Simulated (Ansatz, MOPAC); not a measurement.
The molecule TiP, multiplicity 6 (lowest of 2S+1 = 2, 4, 6, 8 at CCSD(T)/def2-TZVPP on PBE0 minima; our sources give no spin for the ground state, which may be another). No spin–orbit coupling. Ti is treated without relativity. The T1 diagnostic near the minimum is 0.056, so single-reference values are doubtful.

The constants come from a fifth-degree fit in 1/R (seven points, main isotopes). Runs in def2 and cc sets follow the lowest solution found near the PBE0 minimum.

The values were computed with Ansatz (an electronic-structure program); MOPAC for PM6, PM7 (differences of heats of formation). Values without a source in brackets are computed.

```csv
level,r_e (Å),ω_e (cm⁻¹),B_e (cm⁻¹),ω_e x_e (cm⁻¹),dipole (D)
PM6,2.494,535,0.144,2.0,-
PM7,2.554,417,0.137,1.1,-
SVWN5/def2-TZVPP,2.436,340,0.151,1.3,2.69
PBE/def2-TZVPP,2.502,317,0.143,1.2,3.06
r2SCAN/def2-TZVPP,2.514,320,0.142,1.2,3.73
B97M-V/def2-TZVPP,2.531,312,0.140,1.2,3.25
B3LYP/def2-TZVPP,2.541,308,0.139,1.2,3.60
PBE0/def2-TZVPP,2.517,321,0.141,1.1,3.82
BHLYP/def2-TZVPP,2.573,305,0.135,1.3,3.94
CAM-B3LYP/def2-TZVPP,2.530,318,0.140,1.1,3.99
wB97X-V/def2-TZVPP,2.530,323,0.140,1.1,4.27
wB97M-V/def2-TZVPP,2.523,318,0.141,1.2,4.13
B2PLYP/def2-TZVPP,2.535,312,0.139,1.2,-
CCSD/def2-TZVPP,2.562,306,0.136,1.2,-
CCSD(T)/def2-TZVPP,2.552,305,0.138,1.2,-
```

Correlated levels freeze the inner cores; with def2 sets outer-core shells near the valence are correlated too. The state that PM6, PM7 reach isn't checked; PM7 holds dispersion and hydrogen-bond terms.

Doubts at one or more of the structures used: T1 above 0.05 (CCSD/def2-TZVPP, CCSD(T)/def2-TZVPP).
